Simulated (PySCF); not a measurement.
Species: C3H13GeNSi.
Cartesian coordinates in Å at the PBE0-D3(BJ)/def2-SVP level; atoms count from 1:
```xyz
19
C3H13GeNSi angstrom
C      2.3139   -0.3809    0.6757
C      1.6516   -1.2008   -0.4278
Si     0.7539   -0.1576   -1.7262
Ge    -0.6531    1.4400   -0.6358
N     -1.2287    0.6478    0.9326
C     -2.0551   -0.5341    0.8729
H      3.0083    0.3718    0.2682
H      2.8913   -1.0197    1.3626
H      1.5533    0.1481    1.2711
H      2.3887   -1.8304   -0.9562
H      0.9149   -1.8983    0.0062
H     -0.0521   -1.0281   -2.6415
H      1.7365    0.5954   -2.5719
H     -1.8256    1.9148   -1.5412
H      0.1277    2.6942   -0.1897
H     -1.5598    1.3146    1.6238
H     -3.0880   -0.3726    0.5001
H     -1.5933   -1.2829    0.2067
H     -2.1345   -1.0080    1.8661
```

Linear response at wB97X-D/def2-SVPD (PySCF, frozen core in the response, non-relativistic). The wB97X-D/def2-SVPD calculation is non-relativistic and has no spin–orbit coupling, an omission that weighs most on germanium.

Static isotropic polarisability: 106.66 au (15.81 Å³), principal values 99.4, 105.9, 114.6 au.

(1) What is the polarisability at 1064 nm and at the sodium D line?

(2) What is the isotropic C6 coefficient between two such molecules, C6 = (3/π)∫α(iω)² dω?

(3) Which effective excitation energy ω̄ makes London's formula C6 = (3/4)α²ω̄ exact here?

(4) How anisotropic is the static polarisability, by Δα² = ½[(α1 − α2)² + (α2 − α3)² + (α3 − α1)²]?

(5) The lowest 6 singlets have (eV, f): 5.53, 0.001; 6.54, 0.006; 6.67, 0.026; 6.90, 0.012; 6.92, 0.097; 7.27, 0.008. What share of the static polarisability do they carry in the sum over states α = Σ f/ω²?

(6) What molar refraction at the D line follows from R = (4π/3)·N_A·α′, with α′ the polarisability volume?

(7) What three-body coefficient follows from the one-pole estimate C9 = (3/4)·α·C6?

Results:

(1) 107.70 au at 1064 nm (+1.0 %), 110.18 au at 589.3 nm (+3.3 %). The rise at 589.3 nm is 3.37 times that at 1064 nm; a pure ω² law gives 3.26. The lowest singlet lies at 224 nm, shorter than both wavelengths.

(2) 4178 au (Eh·bohr⁶) by a ten-point quadrature over imaginary frequencies, which is 2500 eV·Å⁶ or 241 J·nm⁶/mol.

(3) ω̄ = 4·C6/(3α²) = 0.490 Eh = 13.3 eV. A one-pole form α(ω) = α/(1 − ω²/ω̄²) fitted to the 1064 nm value gives 11.8 eV.

(4) Δα = 13.2 au, or 0.12 of the isotropic value.

(5) 2.38 au, 2.2 % of α; the largest term, 1.50 au, is that of the state at 6.92 eV. Their oscillator strengths add up to 0.15. Higher states carry the rest.

(6) α′ = 16.33 Å³ gives R = 41.19 cm³/mol, for isolated, non-vibrating species.

(7) 334000 au. This is an estimate from the two numbers above, not a computed integral.

The run took 1.7 min wall on an x86-64 server with one thread, on a shared host. This is the whole response run at wB97X-D/def2-SVPD, SCF included.

One conformer stands for the species.

wB97X-D is run here without its empirical dispersion term; that term would change no orbital, density or response property at a fixed geometry.
